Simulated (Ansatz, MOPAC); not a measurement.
Diatomic NaF+, multiplicity 2 (lowest of 2S+1 = 2, 4 at CCSD(T)/def2-TZVPP on PBE0 minima; our sources give no spin for the ground state, which may be another).

Constants: fifth-degree fit in 1/R to seven points, most abundant isotopes. In def2 and cc sets the state is the lowest found near the PBE0 minimum, followed along R.

Correlated levels freeze the inner cores; with def2 sets outer-core shells near the valence are correlated too. The state that PM3 reach isn't checked.

The values were computed with Ansatz (Gaussian orbitals); MOPAC for PM3 (differences of heats of formation). Values without a source in brackets are computed.

**Question.** What bond length and harmonic frequency does PM3 give?

**Answer.** r_e = 2.628 Å, ω_e = 210 cm⁻¹.

**Question.** What bond length and harmonic frequency does B2PLYP/def2-TZVPP give?

**Answer.** r_e = 2.476 Å, ω_e = 140 cm⁻¹.

**Question.** What bond length and harmonic frequency does CCSD(T)/def2-QZVPP give?

**Answer.** r_e = 2.450 Å, ω_e = 143 cm⁻¹.

Ansatz is a quantum-chemistry and plane-wave program.
